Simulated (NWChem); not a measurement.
System: CH₉AlO₂Si₂; SMILES [CH3][Al]([O][SiH3])[O][SiH3]

```xyz
15

Al     0.9565    -0.0182    -0.0215
C      2.9040     0.0077    -0.0651
H      3.3004     1.0280    -0.0883
H      3.2829    -0.5263    -0.9449
H      3.3196    -0.4976     0.8154
O      0.1209    -1.5046    -0.0567
Si    -1.0306    -2.6755    -0.0687
H     -1.0261    -3.3947    -1.3722
H     -2.3911    -2.1043     0.1407
H     -0.7723    -3.6632     1.0150
O      0.0507     1.4231     0.0544
Si    -1.0177     2.6662     0.1313
H     -2.1236     2.4832    -0.8495
H     -0.3363     3.9540    -0.1764
H     -1.6115     2.7675     1.4932
```
Atoms are numbered in this order, from 1.

Program: NWChem. Pople sets run with spherical d functions. STO-3G and 3-21G are far too small for this property and stand as cheap habits. Coordinates come from a B3LYP/6-31G* (spherical d) optimisation. GIAO values for the isolated, static molecule; σ is the absolute isotropic shielding, δ = σ(reference) − σ with the isolated reference molecule computed at the same levels (13C: tetramethylsilane, 1H: tetramethylsilane, 17O: water, 29Si: tetramethylsilane).

| level | δ C2 (ppm) | δ H3 (rotor mean) (ppm) | δ O6 (ppm) | δ Si7 (ppm) | δ H8 (rotor mean) (ppm) | δ O11 (ppm) | δ H13 (rotor mean) (ppm) |
|---|---|---|---|---|---|---|---|
| B3LYP/6-311G** | -17.9 | -0.49 | 40.5 | -50.3 | 5.34 | 41.2 | 5.34 |
| BHandHLYP/pcSseg-1 | -17.6 | -0.42 | 27.5 | -49.6 | 4.83 | 28.5 | 4.84 |
| B3LYP/6-31G* | [?] | -0.55 | [?] | [?] | 5.30 | [?] | 5.30 |
| Hartree-Fock/STO-3G | -4.2 | -0.52 | -172.7 | -51.0 | 1.79 | -173.3 | 1.80 |

**Question.** Fill in the missing entries.

**Answer.** 
- B3LYP/6-31G*, δ C2 (ppm): -14.3
- B3LYP/6-31G*, δ O6 (ppm): 28.6
- B3LYP/6-31G*, δ Si7 (ppm): -24.8
- B3LYP/6-31G*, δ O11 (ppm): 29.7
